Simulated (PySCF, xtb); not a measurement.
C2H6AlF, SMILES [CH3][Al]([CH3])[F].

xtb with GFN2-xTB at its own geometry gives an orbital gap of 4.30 eV and a dipole moment of 2.52 D.

Geometry: B3LYP-D3(BJ)/def2-SVP. The isomer is the one that the SMILES or the coordinates give; other isomers of the formula were not compared.

Task: What does PBE/def2-TZVP (PySCF) give? (An estimate is asked for; the answer gives what the named calculation found.)

Result: gap 5.53 eV (levels -6.64 and -1.12 eV), dipole 1.89 D.
